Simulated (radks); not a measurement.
The numbers below are computed, except where a source is named.
Initial-state core-level shifts of the samarium ion Sm2+ when its valence configuration changes from [Xe] 4f6. Level of theory: Dirac Kohn-Sham, LDA (Slater exchange, Perdew-Wang correlation), spin-unpolarised, spherical densities, finite nucleus; open shells fill j = l - 1/2 first; Fermi nuclear charge, rms radius 5.0819 fm (a radial shooting solver on a logarithmic mesh with Libxc functionals). Shifts are changes of the shell-averaged eigenvalues in eV (positive: less bound); the change of the density at the nucleus, which sets a Mossbauer isomer shift, is in e/bohr^3, on a base of 5.31e+05.

valence           1s       3p       4s       5p  density at nucleus
4f4 6p2      -21.537  -25.013  -23.669  -12.643              +70.79
4f5 6s1       -9.045  -10.569  -10.081   -5.284              +69.66
4f5 5d1       -6.374   -7.855   -7.375   -2.834              +25.24
4f5.5 5d0.5   -3.039   -3.731   -3.526   -1.393              +11.87
4f5 6p1      -10.018  -11.540  -11.055   -6.208              +31.16
4f4 6s1 6p1  -20.622  -24.090  -22.746  -11.792             +115.49
4f5.5 6p0.5   -4.799   -5.502   -5.303   -3.063              +14.41
4f4 6s2      -19.686  -23.147  -21.804  -10.920             +158.85
4f4 5d1 6p1  -17.605  -21.010  -19.710   -9.205              +62.65
